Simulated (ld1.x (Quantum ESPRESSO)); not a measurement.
**Configuration tests for nitrogen (N) (RRKJ)**

- Element: nitrogen
- Generator: ld1.x (Quantum ESPRESSO) 7.5
- Type: norm-conserving RRKJ (Kleinman–Bylander form)
- Functional: PBEsol
- Relativity: non-relativistic
- Frozen core: [He]
- Valence charge: 5
- Reference configuration: 2s1 2p4
- Partial waves: 2s (bound): rc 0.80 bohr; 2p (bound): rc 1.25 bohr
- Local potential: all-electron potential smoothed inside 0.60 bohr (lloc = -1)
- Core correction: none

Energies are relative to the spin-unpolarised reference configuration 2s1 2p4; without spin polarisation the order of configurations can differ from experiment. The frozen-core shift is the all-electron ΔE with the core orbitals held at their reference shape minus the fully relaxed ΔE.

| valence configuration | charge | ΔE all-electron (eV) | error AE − PS (meV) | frozen-core shift (meV) |
| --- | --- | --- | --- | --- |
| 2s2 2p3 | 0 | -11.404 | +4.3 | +0.4 |
| 2s2 2p2 | +1 | 2.122 | +26 | +0.4 |
| 2s2 2p1 | +2 | 30.864 | +127 | +1.9 |
| 2s2 2p3.3 | -0.3 | -13.010 | +2.4 | +0.4 |
| 2s1 2p0 | +4 | 155.219 | +925 | +37 |
| 2s1 2p3 | +1 | 13.803 | +2.2 | +0.1 |

What are ΔE and the potential's error for 2s0 2p5?

ΔE = 11.431 eV all-electron; the error (AE − PS) is +5.1 meV.

Levels in the configuration 2s1 2p3:

| level | all-electron (eV) | pseudo (eV) |
| --- | --- | --- |
| 2s | -32.397 | -32.405 |
| 2p | -20.708 | -20.699 |
